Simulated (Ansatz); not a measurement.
`[NH2][GeH2][NH][GeH2][NH2]` → 2 Ge• + 9 H• + 3 N•  (atomization)

Gas-phase electronic energies from Ansatz, PBE0-D4/def2-TZVP geometries. CCSD(T)/CBS adds triple-zeta CCSD(T) − MP2 to the extrapolated MP2 energy (def2 sets, frozen cores). This one scheme is used for every species, atoms too. Functionals use def2-TZVPP. B3LYP here is the variant with VWN-RPA as its local correlation; programs differ in this. No spin–orbit coupling; open shells (•) take unrestricted orbitals. Spin–orbit coupling would lower the free atoms: clearly for Ge. For Ge outer-core shells are correlated without core-valence functions, so the limit isn't a true one: a few kJ/mol of doubt a bond, and 10 to 20 or more in all where bonds break to atoms. Scalar relativity is left out up to krypton. One conformer a species, not always the lowest.

```csv
level,ΔE (kcal/mol),difference from CCSD(T)/CBS
PBE-D4,1048.0,3.6
r2SCAN-D4,1031.2,-13.2
PBE0-D4,1028.6,-15.8
B3LYP-D4,1039.2,-5.2
B2PLYP,1026.1,-18.3
r2SCAN,1029.2,-15.2
PBE0,1021.9,-22.5
B3LYP,1026.7,-17.7
HF/def2-TZVPP,691.4,-353.0
MP2/def2-TZVPP,1017.8,-26.6
SCS-MP2/def2-TZVPP,1027.1,-17.3
CCSD(T)/def2-TZVPP,1014.8,-29.6
HF/def2-QZVPP,692.8,-351.6
SCS-MP2/def2-QZVPP,1048.5,4.1
MP2/CBS(def2),1047.4,3.0
CCSD/CBS(def2),1027.9,-16.5
CCSD(T)/CBS,1044.4,0
```

Largest T1 diagnostic among the species: 0.011.

The D4 term adds +12.5 kcal/mol with B3LYP and +6.7 kcal/mol with PBE0; it sums over pairs of atoms, weighted by their polarisabilities, and B3LYP, whose exchange is more repulsive, gets the larger term. From PBE to PBE0 (25 % exact exchange), in def2-TZVPP and without D4, ΔE moves by −18.2 kcal/mol: exact exchange takes away binding that semilocal exchange gives to molecules. In def2-TZVPP, CCSD(T) changes the Hartree–Fock value by +323.4 kcal/mol (the triples alone add +16.5 kcal/mol) and MP2 by +326.4 kcal/mol; breaking electron pairs costs correlation energy, which Hartree–Fock lacks.

For atomizations the MP2-based limit and the directly extrapolated one differ by several kJ/mol either way, and by 10 to 25 for some Ge, Se and Sn compounds, so smaller differences from it don't rank the levels.
